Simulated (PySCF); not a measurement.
C₄H₃O, doublet, at a GFN2-xTB geometry; PySCF with TPSS/6-31G**.

Input for PySCF:
```python
from pyscf import gto, scf, dft

mol = gto.M(
    atom='''
O     0.003210    0.037124    1.100777
C    -0.004705    1.132784    0.306132
C     0.006077   -1.038904    0.290733
C    -0.006685    0.732466   -0.983357
C     0.000199   -0.672687   -1.022982
H    -0.008057    2.094604    0.774367
H     0.012330   -2.003975    0.757835
H     0.000727   -1.309578   -1.881567
''',
    basis='6-31g**',
    charge=0,
    spin=1,
    verbose=4,
)

mf = dft.UKS(mol)
mf.xc = 'tpss'
mf.conv_tol_grad = 1e-3
mf.kernel()
mf.analyze()
```

Output, abridged:

```
PySCF version 2.14.0

[INPUT] verbose = 4
[INPUT] num. atoms = 8
[INPUT] num. electrons = 35
[INPUT] charge = 0
[INPUT] spin (= nelec alpha-beta = 2S) = 1
[INPUT] symmetry False subgroup None
[INPUT] Mole.unit = angstrom
[INPUT] Symbol           X                Y                Z      unit          X                Y                Z       unit  Magmom
[INPUT]  1 O      0.003210000000   0.037124000000   1.100777000000 AA    0.006066020860   0.070154192648   2.080167054220 Bohr   0.0
[INPUT]  2 C     -0.004705000000   1.132784000000   0.306132000000 AA   -0.008891161416   2.140651518289   0.578505637965 Bohr   0.0
[INPUT]  3 C      0.006077000000  -1.038904000000   0.290733000000 AA    0.011483865659  -1.963244029715   0.549405745373 Bohr   0.0
[INPUT]  4 C     -0.006685000000   0.732466000000  -0.983357000000 AA   -0.012632819143   1.384160135556  -1.858275412674 Bohr   0.0
[INPUT]  5 C      0.000199000000  -0.672687000000  -1.022982000000 AA    0.000376055499  -1.271194197555  -1.933155810360 Bohr   0.0
[INPUT]  6 H     -0.008057000000   2.094604000000   0.774367000000 AA   -0.015225523386   3.958227899418   1.463341549901 Bohr   0.0
[INPUT]  7 H      0.012330000000  -2.003975000000   0.757835000000 AA    0.023300323116  -3.786963910475   1.432100597610 Bohr   0.0
[INPUT]  8 H      0.000727000000  -1.309578000000  -1.881567000000 AA    0.001373830893  -2.474743758756  -3.555646315020 Bohr   0.0

nuclear repulsion = 153.517591403733
number of shells = 39
number of NR pGTOs = 156
number of NR cGTOs = 85
basis = 6-31g**
ecp = {}

******** <class 'pyscf.dft.uks.UKS'> ********
method = UKS
initial guess = minao
damping factor = 0
level_shift factor = 0
DIIS = <class 'pyscf.scf.diis.CDIIS'>
diis_start_cycle = 1
diis_space = 8
diis_damp = 0
SCF conv_tol = 1e-09
SCF conv_tol_grad = 0.001
SCF max_cycles = 50
direct_scf = True
direct_scf_tol = 1e-13
number electrons alpha = 18  beta = 17
XC library pyscf.dft.libxc version 7.1.2
    S. Lehtola, C. Steigemann, M. J. T. Oliveira, and M. A. L. Marques,  SoftwareX 7, 1–5 (2018)
XC functionals = tpss
    J. Tao, J. P. Perdew, V. N. Staroverov, and G. E. Scuseria,  Phys. Rev. Lett. 91, 146401 (2003)
    J. P. Perdew, J. Tao, V. N. Staroverov, and G. E. Scuseria,  J. Chem. Phys. 120, 6898 (2004)
    J. Tao, J. P. Perdew, V. N. Staroverov, and G. E. Scuseria,  Phys. Rev. Lett. 91, 146401 (2003)
    J. P. Perdew, J. Tao, V. N. Staroverov, and G. E. Scuseria,  J. Chem. Phys. 120, 6898 (2004)
radial grids:
    Treutler-Ahlrichs [JCP 102, 346 (1995); DOI:10.1063/1.469408] (M4) radial grids

becke partition: Becke, JCP 88, 2547 (1988); DOI:10.1063/1.454033
pruning grids: <function nwchem_prune>
grids dens level: 3
symmetrized grids: False
atomic radii adjust function: <function treutler_atomic_radii_adjust>
small_rho_cutoff = 0
tot grids = 99984
init E= -230.183921805852

cycle= 1 E= -229.316453357133  delta_E= 0.867  |g|= 0.328  |ddm|= 2.18
cycle= 2 E= -229.249464399571  delta_E= 0.067  |g|= 0.531  |ddm|= 0.695
cycle= 3 E= -229.35725634274  delta_E= -0.108  |g|= 0.138  |ddm|= 0.443
cycle= 4 E= -229.364622723248  delta_E= -0.00737  |g|= 0.052  |ddm|= 0.154
cycle= 5 E= -229.365935964198  delta_E= -0.00131  |g|= 0.0184  |ddm|= 0.0609
cycle= 6 E= -229.366121718368  delta_E= -0.000186  |g|= 0.00492  |ddm|= 0.0215
cycle= 7 E= -229.366135448641  delta_E= -1.37e-05  |g|= 0.00273  |ddm|= 0.00741
cycle= 8 E= -229.366140382656  delta_E= -4.93e-06  |g|= 0.00125  |ddm|= 0.00402
cycle= 9 E= -229.36614233101  delta_E= -1.95e-06  |g|= 0.000783  |ddm|= 0.00324
cycle= 10 E= -229.366142755885  delta_E= -4.25e-07  |g|= 0.000248  |ddm|= 0.00105
cycle= 11 E= -229.366142850307  delta_E= -9.44e-08  |g|= 6.12e-05  |ddm|= 0.000735
cycle= 12 E= -229.366142855182  delta_E= -4.88e-09  |g|= 6.37e-05  |ddm|= 0.000182
cycle= 13 E= -229.366142856332  delta_E= -1.15e-09  |g|= 4.49e-05  |ddm|= 7.95e-05
cycle= 14 E= -229.366142857131  delta_E= -7.99e-10  |g|= 2.46e-05  |ddm|= 6.29e-05
Extra cycle  E= -229.366142855639  delta_E= 1.49e-09  |g|= 5.81e-05  |ddm|= 7.85e-05
converged SCF energy = -229.366142855639  <S^2> = 0.75766416  2S+1 = 2.0076495
**** SCF Summaries ****
Total Energy =                        -229.366142855638770
Nuclear Repulsion Energy =             153.517591403732638
One-electron Energy =                 -613.843890339269478
Two-electron Energy =                  230.960156079898098
Two-electron Coulomb Energy =          262.433146870674307
DFT Exchange-Correlation Energy =      -31.472990790776205
**** MO energy ****
                             alpha | beta                alpha | beta
MO #1   energy= -18.9749915718965  | -18.9736276789713  occ= 1 | 1
MO #2   energy= -10.046954881175   | -10.0460072542441  occ= 1 | 1
MO #3   energy= -10.0412932727933  | -10.0416354768797  occ= 1 | 1
MO #4   energy= -10.0203866047051  | -10.0043127989958  occ= 1 | 1
MO #5   energy= -9.9997206678627   | -9.99937025430828  occ= 1 | 1
MO #6   energy= -1.0526356801905   | -1.04918859609133  occ= 1 | 1
MO #7   energy= -0.747809231892759 | -0.735690938803768 occ= 1 | 1
MO #8   energy= -0.692002266145263 | -0.688158822351707 occ= 1 | 1
MO #9   energy= -0.544936836785655 | -0.53877183075936  occ= 1 | 1
MO #10  energy= -0.525892027153778 | -0.522178935009448 occ= 1 | 1
MO #11  energy= -0.47751933048049  | -0.463454763201309 occ= 1 | 1
MO #12  energy= -0.408643708887774 | -0.407687132680346 occ= 1 | 1
MO #13  energy= -0.404085635868503 | -0.400116260937037 occ= 1 | 1
MO #14  energy= -0.373284356409054 | -0.367528417709766 occ= 1 | 1
MO #15  energy= -0.329859577341697 | -0.32403019963259  occ= 1 | 1
MO #16  energy= -0.253191187508311 | -0.244215424971053 occ= 1 | 1
MO #17  energy= -0.24071535287095  | -0.198096513202033 occ= 1 | 1
MO #18  energy= -0.201316984365889 | -0.124705360634731 occ= 1 | 0
MO #19  energy= -0.0107462573953652 | -0.0085279359653132 occ= 0 | 0
MO #20  energy= 0.0475498250754596 | 0.065912014686289  occ= 0 | 0
MO #21  energy= 0.112188606516759  | 0.113152237640753  occ= 0 | 0
MO #22  energy= 0.126722635756777  | 0.130538857423198  occ= 0 | 0
MO #23  energy= 0.143156098861104  | 0.144500342528337  occ= 0 | 0
MO #24  energy= 0.178746755659498  | 0.183901026377566  occ= 0 | 0
MO #25  energy= 0.182277234815343  | 0.19168470125381   occ= 0 | 0
MO #26  energy= 0.28729131406348   | 0.30031275899261   occ= 0 | 0

To work with the spin densities directly, `use mulliken_meta_spin()` only printing them here.

 ** Mulliken spin pop alpha/beta on meta-lowdin orthogonal AOs **
 ** Mulliken Spin Density (per AO)  **
spin_pop of  0 O 1s       -0.00000
spin_pop of  0 O 2s        0.00156
spin_pop of  0 O 3s       -0.00004
spin_pop of  0 O 2px      -0.00660
spin_pop of  0 O 2py       0.00922
spin_pop of  0 O 2pz       0.03777
spin_pop of  0 O 3px      -0.00005
spin_pop of  0 O 3py      -0.00001
spin_pop of  0 O 3pz       0.00000
spin_pop of  0 O 3dxy     -0.00004
spin_pop of  0 O 3dyz      0.00000
spin_pop of  0 O 3dz^2    -0.00003
spin_pop of  0 O 3dxz      0.00002
spin_pop of  0 O 3dx2-y2    0.00001
spin_pop of  1 C 1s        0.00000
spin_pop of  1 C 2s       -0.00174
spin_pop of  1 C 3s        0.00035
spin_pop of  1 C 2px      -0.05707
spin_pop of  1 C 2py       0.00104
spin_pop of  1 C 2pz      -0.01194
spin_pop of  1 C 3px      -0.00010
spin_pop of  1 C 3py       0.00012
spin_pop of  1 C 3pz       0.00133
spin_pop of  1 C 3dxy      0.00002
spin_pop of  1 C 3dyz      0.00053
spin_pop of  1 C 3dz^2    -0.00008
spin_pop of  1 C 3dxz     -0.00002
spin_pop of  1 C 3dx2-y2    0.00003
spin_pop of  2 C 1s       -0.00000
spin_pop of  2 C 2s        0.01009
spin_pop of  2 C 3s        0.00006
spin_pop of  2 C 2px       0.01163
spin_pop of  2 C 2py      -0.00081
spin_pop of  2 C 2pz       0.02137
spin_pop of  2 C 3px      -0.00001
spin_pop of  2 C 3py       0.00004
spin_pop of  2 C 3pz       0.00004
spin_pop of  2 C 3dxy     -0.00000
spin_pop of  2 C 3dyz      0.00004
spin_pop of  2 C 3dz^2     0.00004
spin_pop of  2 C 3dxz     -0.00003
spin_pop of  2 C 3dx2-y2   -0.00001
spin_pop of  3 C 1s       -0.00001
spin_pop of  3 C 2s        0.18004
spin_pop of  3 C 3s        0.00232
spin_pop of  3 C 2px       0.07173
spin_pop of  3 C 2py       0.27556
spin_pop of  3 C 2pz       0.46515
spin_pop of  3 C 3px       0.00003
spin_pop of  3 C 3py      -0.00007
spin_pop of  3 C 3pz       0.00029
spin_pop of  3 C 3dxy     -0.00010
spin_pop of  3 C 3dyz     -0.00025
spin_pop of  3 C 3dz^2    -0.00016
spin_pop of  3 C 3dxz     -0.00043
spin_pop of  3 C 3dx2-y2    0.00008
spin_pop of  4 C 1s       -0.00000
spin_pop of  4 C 2s       -0.00317
spin_pop of  4 C 3s        0.00032
spin_pop of  4 C 2px      -0.01898
spin_pop of  4 C 2py      -0.00210
spin_pop of  4 C 2pz      -0.00165
spin_pop of  4 C 3px       0.00002
spin_pop of  4 C 3py       0.00093
spin_pop of  4 C 3pz       0.00034
spin_pop of  4 C 3dxy      0.00000
spin_pop of  4 C 3dyz      0.00034
spin_pop of  4 C 3dz^2    -0.00002
spin_pop of  4 C 3dxz      0.00001
spin_pop of  4 C 3dx2-y2    0.00005
spin_pop of  5 H 1s        0.00261
spin_pop of  5 H 2s        0.00006
spin_pop of  5 H 2px      -0.00003
spin_pop of  5 H 2py       0.00003
spin_pop of  5 H 2pz       0.00001
spin_pop of  6 H 1s        0.00427
spin_pop of  6 H 2s        0.00004
spin_pop of  6 H 2px       0.00000
spin_pop of  6 H 2py       0.00001
spin_pop of  6 H 2pz       0.00001
spin_pop of  7 H 1s        0.00588
spin_pop of  7 H 2s        0.00012
spin_pop of  7 H 2px      -0.00000
spin_pop of  7 H 2py       0.00001
spin_pop of  7 H 2pz       0.00002
 ** Mulliken Spin Density (per atom)  **
spin density of  0 O =      0.04183
spin density of  1 C =     -0.06755
spin density of  2 C =      0.04243
spin density of  3 C =      0.99418
spin density of  4 C =     -0.02392
spin density of  5 H =      0.00268
spin density of  6 H =      0.00433
spin density of  7 H =      0.00602
 ** Mulliken pop alpha/beta on meta-lowdin orthogonal AOs **
 ** Mulliken pop       alpha | beta **
In total            18.00000 | 17.00000
 ** Mulliken atomic charges   ( Nelec_alpha | Nelec_beta ) **
charge of  0O =     -0.20232  (     4.12208      4.08025 )
charge of  1C =     -0.00056  (     2.96651      3.03405 )
charge of  2C =      0.03453  (     3.00395      2.96152 )
charge of  3C =     -0.05170  (     3.52294      2.52876 )
charge of  4C =     -0.17959  (     3.07783      3.10176 )
charge of  5H =      0.13586  (     0.43341      0.43073 )
charge of  6H =      0.13138  (     0.43647      0.43215 )
charge of  7H =      0.13240  (     0.43681      0.43079 )
Dipole moment(X, Y, Z, Debye):  0.00296, -0.55284,  0.06673
```
